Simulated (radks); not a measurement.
Values are calculated unless marked as measured or tabulated.
Problem. Ge, 32 electrons, occupied as [Ar] 3d10 4s2 4p2 (the NIST ground configuration). Level of theory: scalar-relativistic Kohn-Sham, PBE, spin-polarised, spherical densities, finite nucleus; open shells are filled with parallel spins first; Fermi nuclear charge, rms radius 4.0742 fm (a radial shooting solver on a logarithmic mesh with Libxc functionals). Some entries of the table are withheld. Estimate them.

orbital  occ.  eigenvalue (eV)  r(max) (bohr)  <1/r> (bohr^-1)
1s up       1        -10960.82        0.03073            32.38
1s down     1        -10960.76        0.03073            32.38
2s up       1        -1371.555         0.1760            7.106
2s down     1        -1371.541         0.1760            7.106
2p up       3        -1198.501         0.1412            6.967
2p down     3        -1198.459         0.1412            6.967
3s up       1        -168.2949         0.5424            2.283
3s down     1        -168.2322         0.5424            2.283
3p up       3              (1)         0.5431            2.129
3p down     3              (2)         0.5431            2.130
3d up       5         -29.1611         0.5038            1.778
3d down     5         -29.0094         0.5036            1.783
4s up       1         -12.2291            (3)           0.6162
4s down     1         -10.7589            (4)           0.6246
4p up       2          -4.4148            (5)           0.4569
4p down     0          -2.8922            (6)           0.4491

Solution. 
(1) 3p up eigenvalue (eV): -115.4329
(2) 3p down eigenvalue (eV): -115.3577
(3) 4s up r(max) (bohr): 1.756
(4) 4s down r(max) (bohr): 1.727
(5) 4p up r(max) (bohr): 2.221
(6) 4p down r(max) (bohr): 2.204
